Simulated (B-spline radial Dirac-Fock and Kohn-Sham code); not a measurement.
## Pd 4d5/2: cross section and angular parameters

System: the free palladium atom, configuration 1s2 2s2 2p6 3s2 3p6 3d10 4s2 4p6 4d10; threshold 6.82 eV (orbital energy of the model). Calculated with a B-spline atomic structure program, using Dirac-Hartree-Slater photoionisation with a Latter tail; cross sections with all multipoles, angular parameters from the dipole term and its interference with E2.

For linearly polarised light dσ/dΩ = σ/(4π) [1 + β P₂(cos θ) + (δ + γ cos²θ) sin θ cos φ], with θ from the polarisation vector and φ the angle between the beam and the projection of the electron momentum on the plane normal to the polarisation.

| hν (eV) | σ (kb) | β | γ | δ |
| --- | --- | --- | --- | --- |
| 60 | 6040 | 1.181 | 0.002 | 0.006 |
| 65.1 | 4050 | 1.329 | 0.001 | 0.006 |
| 71.1 | 2470 | 1.509 | 0.000 | 0.005 |
| 88.7 | 509 | 1.980 | 0.026 | -0.001 |
| 98.2 | 217 | 1.803 | 0.103 | -0.014 |
| 100 | 189 | 1.667 | 0.126 | -0.017 |
| 106 | 131 | 0.930 | 0.216 | -0.031 |
| 115 | 111 | -0.312 | 0.295 | -0.044 |
| 150 | 224 | -0.222 | 0.147 | -0.026 |
| 208 | 314 | 0.531 | 0.039 | -0.013 |
| 300 | 264 | 0.945 | -0.017 | -0.003 |
| 338 | 231 | 1.034 | -0.024 | 0.000 |
| 380 | 198 | 1.107 | -0.026 | 0.004 |
| 532 | 112 | 1.247 | -0.001 | 0.014 |
| 620 | ? | ? | ? | ? |
| 634 | 78.5 | 1.288 | 0.031 | 0.019 |
| 800 | 46.8 | 1.314 | 0.093 | 0.026 |
| 1020 | 26.0 | 1.312 | 0.180 | 0.035 |
| 1253.6 | 15.3 | 1.291 | 0.270 | 0.044 |
| 1700 | 6.57 | 1.233 | 0.426 | 0.060 |
| 1730 | 6.24 | 1.229 | 0.435 | 0.061 |
| 2250 | 2.85 | 1.157 | 0.587 | 0.080 |
| 3110 | 1.02 | 1.050 | 0.787 | 0.113 |
| 4030 | 0.430 | 0.955 | 0.950 | 0.149 |
| 5210 | 0.175 | 0.857 | 1.105 | 0.194 |
| 6870 | 0.0640 | 0.753 | 1.261 | 0.256 |
| 8047.8 | 0.0354 | 0.695 | 1.343 | 0.297 |
| 12000 | 0.00754 | 0.556 | 1.532 | 0.427 |
| 15000 | 0.00308 | 0.482 | 1.617 | 0.518 |

Question: Give the values at 620 eV.

Answer: σ = 82.3 kb, β = 1.284, γ = 0.026, δ = 0.018.
